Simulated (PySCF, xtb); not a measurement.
Cl2H4OSi2, SMILES Cl[SiH](Cl)O[SiH3]. The values are those of a single conformer.

Harmonic wavenumbers (cm⁻¹) from GFN2-xTB (xtb 6.7.1) at its own minimum, in rising order: 30, 45, 62, 144, 201, 247, 450, 543, 578, 600, 616, 627, 701, 754, 772, 809, 1097, 2278, 2290, 2306, 2371.

Q: What does PBE-D3(BJ)/def2-SVP (PySCF) give at its own minimum? (An estimate is asked for; the answer gives what the named calculation found.)

A: 26, 37, 72, 173, 242, 310, 490, 577, 620, 696, 704, 784, 808, 912, 916, 943, 1055, 2177, 2189, 2201, 2258. Paired by order, the mean absolute difference is 77 cm⁻¹ and the zero-point energies are 25.0 and 26.0 kcal/mol.
